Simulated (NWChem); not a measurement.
Molecule: CH3F3Sn; SMILES F[C](F)(F)[SnH3]

```xyz
8

Sn     0.0000     0.0000     0.9686
C      0.0000     0.0000    -1.2347
F      0.8681     0.8923    -1.7307
F     -1.2068     0.3056    -1.7307
F      0.3387    -1.1979    -1.7307
H      1.5778    -0.4053     1.4752
H     -1.1399    -1.1638     1.4752
H     -0.4379     1.5691     1.4752
```
Atoms are numbered in this order, from 1.

Level: PBE0/def2-SVP with def2 effective core potentials on Sn (NWChem), optimised geometry, unscaled harmonic frequencies. def2 effective core potentials on Sn; no spin-orbit coupling.

| frequency (cm⁻¹) | IR intensity (km/mol) |
|---|---|
| 81 | 0.0 |
| 181 | 1.2 |
| 181 | 1.2 |
| 258 | 13.8 |
| 447 | 37.1 |
| 447 | 37.1 |
| 543 | 6.2 |
| 543 | 6.2 |
| 677 | 197.0 |
| 719 | 45.1 |
| 719 | 45.1 |
| 741 | 8.2 |
| 1186 | 212.2 |
| 1186 | 212.2 |
| 1193 | 305.8 |
| 1959 | 36.6 |
| 1972 | 159.5 |
| 1972 | 159.5 |

```json
{
  "zero_point_energy": "21.4 kcal/mol",
  "thermal correction to the enthalpy at 298.15 K (with zero-point energy)": "26.2 kcal/mol",
  "heat capacity Cv": "22.3 cal/(mol K)",
  "entropy at 298.15 K and 1 atm (symmetry number 3)": "81.4 cal/(mol K)"
}
```

Rigid rotor and harmonic oscillator; modes under 100 cm⁻¹ make the entropy uncertain.
